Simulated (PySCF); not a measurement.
Delta-SCF ions had no search for a lower state. Excitations are Tamm–Dancoff values on a coarser integration grid. The basis has no diffuse functions, so Rydberg states are missing or too high.

## azulene-1,3 wire `CSc1cc(SC)c2cccccc1-2` (charge 0, multiplicity 1)

Computed with CAM-B3LYP-D3(BJ)/def2-SVP // PBE-D3(BJ)/def2-SVP (PySCF).

| Item | Value |
|---|---|
| HOMO | -5.77 eV |
| dipole moment | 1.23 D |
| LUMO | -1.04 eV |
| HOMO–LUMO gap | 4.73 eV |
| S1 excitation (TDA) | 1.85 eV |
| S1 oscillator strength | 0.015 |
| brightest of the four lowest singlets (TDA) | 4.58 eV |
| T1 excitation (TDA) | 1.40 eV |
| S1–T1 gap (TDA) | 0.46 eV |
| vertical ionisation energy (Delta-SCF) | 6.24 eV |
| vertical electron affinity (Delta-SCF) | 0.63 eV |
| total energy | -1260.0151 Ha |
| cost | about 26 core-minutes (a rough figure) |

```xyz
26

C      2.7712    -2.7735     0.2655
S      2.8263    -1.0623    -0.3361
C      1.1606    -0.5472    -0.0902
C      0.0680    -1.3162     0.3848
C     -1.1008    -0.5136     0.4199
S     -2.7168    -0.9716     0.9482
C     -2.5196    -2.7554     1.2198
C     -0.7678     0.7930    -0.0403
C     -1.6490     1.8657    -0.1677
C     -1.3959     3.1809    -0.6086
C     -0.1761     3.7401    -1.0274
C      1.0982     3.1559    -1.1294
C      1.4784     1.8304    -0.8344
C      0.7008     0.7736    -0.3636
H      3.8004    -3.1654     0.1593
H      2.4764    -2.8189     1.3329
H      2.0861    -3.3964    -0.3436
H      0.1189    -2.3702     0.6807
H     -3.5170    -3.1287     1.5194
H     -2.2030    -3.2732     0.2926
H     -1.7998    -2.9657     2.0359
H     -2.6949     1.6507     0.1152
H     -2.2661     3.8558    -0.6255
H     -0.2273     4.8019    -1.3237
H      1.9035     3.8161    -1.4883
H      2.5452     1.5937    -0.9958
```
Charge 0, spin multiplicity 1.
